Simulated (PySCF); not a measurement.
Simulated absorption spectrum

Species: C3H6N2O2Si.
SMILES: `COC1=NN=C([SiH3])O1`

Computed, not measured: PySCF 2.14.0, density-fitted response routines, TDDFT wB97X-D/def2-SVPD, vertical, gas phase, core orbitals frozen in the response. The structure is a single GFN2-xTB conformer in the gas phase; no vibrational or solvent corrections. GFN2-xTB frequencies show an imaginary mode (39i cm⁻¹), so this geometry is no minimum at that level. Torsions of this conformer, `[CH3:1][O:2][c:3]1[n:4][n:5][c:6]([SiH3:7])[o:8]1`: C1–O2–C3–N4 1°.

Computed states:

| state | E (eV) | f |
| --- | --- | --- |
| S1 | 5.81 | 0.0024 |
| S2 | 6.19 | 0.359 |
| S3 | 7.05 | 0.0026 |
| S4 | 7.18 | 0.0074 |
| S5 | 7.47 | 0.0020 |
| S6 | 7.63 | 0.043 |
| S7 | 7.75 | 0.0090 |
| S8 | 7.85 | 0.021 |

Broadening: Gaussians 0.4 eV wide at half height, area fixed by f = 4.319×10⁻⁹ ∫ε dν̃. The width is an assumption, not a result. The curve ends short of the highest state used, and states not computed would add to its high-energy end.

Question: What does the envelope look like, and where are its maxima?

Answer: 
```tsv
E (eV)	ε (L mol⁻¹ cm⁻¹)
5.21	0
5.25	1
5.29	1
5.32	3
5.36	5
5.40	9
5.43	14
5.47	24
5.51	41
5.55	68
5.58	100
5.62	168
5.66	286
5.69	429
5.73	738
5.77	1254
5.81	2078
5.84	2967
5.88	4601
5.92	6810
5.95	8844
5.99	11975
6.03	15373
6.07	18695
6.10	20887
6.14	23078
6.18	24131
6.21	24063
6.25	22840
6.29	20511
6.33	17427
6.36	14871
6.40	11467
6.44	8366
6.47	6368
6.51	4217
6.55	2643
6.59	1570
6.62	1028
6.66	565
6.70	308
6.73	206
6.77	146
6.81	142
6.85	174
6.88	215
6.92	285
6.96	367
6.99	432
7.03	517
7.07	595
7.11	661
7.14	701
7.18	748
7.22	798
7.25	849
```

Maxima: 200 nm (6.19 eV), ε about 24000, made up of S2 (100%) (ε in L mol⁻¹ cm⁻¹; maxima over ε = 5, shares over 10%). At its high-energy end, 7.25 eV, the curve is still rising (ε about 850, from S4 and S6).

Question: Does any computed singlet lie in the visible range?

Answer: No computed singlet lies in the visible range (380 to 750 nm); the lowest, at 213 nm, stands 2.55 eV above its violet end (3.26 eV).

Question: What would ε be at 6.19 eV, the highest of these maxima, with half the width (0.2 eV)?

Answer: About 48300 L mol⁻¹ cm⁻¹ against 24200, a factor of about 2.00; a lone state at its own centre would give exactly 2.

Question: On this curve, what absorbance would a 10⁻⁴ mol/L sample give at 193 nm over a 1 cm path?

Answer: 193 nm is 6.424 eV, where ε is about 9500 L mol⁻¹ cm⁻¹, so A = ε c l ≈ 0.95 (Beer–Lambert, with the gas-phase spectrum and the assumed width).
